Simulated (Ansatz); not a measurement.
Two isomers of C2H7FOSi: A = `COC[SiH2]F`, B = `C[SiH2]C(O)F`.

Isolated molecules relaxed with PBE0-D4/def2-TZVP in Ansatz; ΔE leaves out vibrations. CCSD(T)/CBS adds triple-zeta CCSD(T) − MP2 to the extrapolated MP2 energy (def2 sets, frozen cores). DFT in def2-TZVPP. B3LYP here is the variant with VWN-RPA as its local correlation; programs differ in this. Each species was taken in one conformer, which may not be the lowest.

Problem. Which is lower in electronic energy at CCSD(T)/CBS, and by how much? (Best estimate.)

Solution. Computed: A, by 23.2 kcal/mol.

Problem. Give E(B) − E(A) in kcal/mol with PBE-D4, HF/def2-TZVPP, CCSD/def2-TZVPP, B3LYP-D4, ωB97M-V, B2PLYP, CCSD(T)/def2-TZVPP. (An estimate is asked.)

Solution. The calculation gave: PBE-D4 19.2, HF/def2-TZVPP 25.8, CCSD/def2-TZVPP 23.4, B3LYP-D4 22.6, ωB97M-V 21.3, B2PLYP 23.3, CCSD(T)/def2-TZVPP 22.9. None reverses the order clearly.

Largest T1 diagnostic: 0.012.

From PBE to PBE0 (25 % exact exchange), in def2-TZVPP and without D4, E(B) − E(A) moves by +1.1 kcal/mol. In def2-TZVPP, CCSD(T) changes the Hartree–Fock value by −2.9 kcal/mol (the triples alone add −0.5 kcal/mol) and MP2 by −2.0 kcal/mol.
